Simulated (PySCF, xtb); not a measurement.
Os(CO) (COOs), SMILES [O+]#[C-]->[Os] (connectivity only; charge and spin as stated), neutral, multiplicity 3.

Harmonic wavenumbers (cm⁻¹) from GFN2-xTB (xtb 6.7.1) at its own minimum, in rising order: 331, 331, 597, 2039.

What does B3LYP-D3(BJ)/def2-TZVP (PySCF) give at its own minimum? (The exact figures need the calculation; the answer reports its results.)

451, 451, 606, 2036. Paired by order, the mean absolute difference is 63 cm⁻¹ and the zero-point energies are 4.7 and 5.1 kcal/mol.
